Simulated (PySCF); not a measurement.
CdCl2, SMILES [Cl][Cd][Cl].

The structure is a stationary point at PBE-D3(BJ)/def2-TZVP. The isomer is the one that the SMILES or the coordinates give; other isomers of the formula were not compared. The def2 effective core potentials stand for the cores of Cd; spin–orbit coupling is left out.

All values below come from PySCF with C-PCM-PBE0/def2-SVP.

The values are the electrostatic part of the solvation free energy, E(continuum) − E(gas) at the gas-phase geometry, in a cavity of scaled van der Waals radii (PySCF's table); cavitation and dispersion terms are not included. A continuum can't describe solvent molecules that bind to the metal. In vacuum the orbital gap is 6.54 eV. The dipole moment in vacuum is 0.00 D.

| solvent | ε | ΔG(elec) (kcal/mol) | dipole (D) | gap (eV) |
|---|---|---|---|---|
| water | 78.36 | -16.9 | 0.00 | 7.17 |
| ethanol | 24.85 | ? | ? | ? |
| chlorobenzene | 5.70 | -13.5 | 0.00 | 7.05 |

Question: Fill in the missing entries. (The exact figures need the calculation; the answer reports its results.)

Answer: 
- ethanol, ΔG(elec) (kcal/mol): -16.3
- ethanol, dipole (D): 0.00
- ethanol, gap (eV): 7.15
